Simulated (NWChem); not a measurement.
## Polarisability of CH$_{3}$Li

```xyz
5

Li     0.9287    -1.2907     0.0000
C     -0.2231     0.3101     0.0000
H     -0.8949     0.3739     0.8799
H     -0.8949     0.3739    -0.8799
H      0.3422     1.2640     0.0000
```
Charge 0, spin multiplicity 1.

Program: NWChem. The geometry was optimised at PBE0/def2-SVP, a minimum by its harmonic frequencies.

Basis set: def2-SVPD. Static limit.

The correlated methods keep 1 core orbital frozen. B3LYP has NWChem's definition, with VWN1-RPA local correlation. The structure started from a generated list of species. Coupled-cluster values serve here as a point of comparison, not as the truth.

Task: One of these methods gave an isotropic polarisability of 28.86 bohr³. Which?
A) HF
B) BHandHLYP
C) CCSD linear response
D) B3LYP

Result: A, HF. The others give 34.21 (CCSD linear response), 36.65 (B3LYP), 32.13 (BHandHLYP).
